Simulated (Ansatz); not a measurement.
Total energies of `B[Se][SiH2][SiH3]`.

```xyz
11

B    -2.1907   -0.0240    0.9128
Se   -1.6201   -1.3492   -0.3350
Si    0.1199   -0.1709   -1.2798
Si    1.7938    0.1307    0.3214
H    -1.6418    1.0320    0.9837
H    -3.1178   -0.3087    1.6045
H     0.6081   -0.9917   -2.4195
H    -0.3981    1.1191   -1.8046
H     1.2284    0.8466    1.4946
H     2.2897   -1.2021    0.7545
H     2.9286    0.9184   -0.2324
```

The species carries charge 0 and has multiplicity 1. Correlated methods include outer-core shells of Se, which these sets cover unevenly. Scalar relativity is left out up to krypton. The structure was optimised at the PBE0-D4/def2-TZVP level. It is one conformer, not always the lowest. Basis def2-TZVPP, Ansatz.

RPA on PBE orbitals: Hartree–Fock energy of these orbitals -3006.46136 Eh, correlation -1.13013 Eh (frozen core).

```
 functional  energy without D4 (Eh)  D4 term (kJ/mol)
LDA (SPW92)             -3003.55105                 –
        PBE             -3008.92452             -28.2
     revPBE             -3009.31542             -71.5
       BLYP             -3009.64294             -59.9
     r2SCAN             -3009.55924              -6.7
     B97M-V             -3009.07059                 –
       PBE0             -3009.07411             -24.3
    r2SCANh             -3009.55326              -7.4
  CAM-B3LYP             -3009.75411             -25.3
    LC-ωPBE             -3009.11094                 –
    ωB97X-V             -3009.32837                 –
    ωB97M-V             -3009.43100                 –
     B2PLYP             -3008.98872                 –
   PBE-QIDH             -3008.58339                 –
```

Question: Give the same for B3LYP, r2SCAN0, HSE06 (plane-wave form), BHLYP. (Estimate.)

Answer: Ansatz gave: 
```
             functional  energy without D4 (Eh)  D4 term (kJ/mol)
                  B3LYP             -3009.73378             -46.0
                r2SCAN0             -3009.54555              -8.2
HSE06 (plane-wave form)             -3009.06122             -23.0
                  BHLYP             -3009.61790             -40.1
```

B3LYP takes the VWN-RPA correlation (the form of Gaussian; ORCA's B3LYP/G). HSE06 is the plane-wave form, built on full-range PBE exchange. The double hybrids freeze the cores in their second-order part.

LC-ωPBE has ω = 0.4 bohr⁻¹.
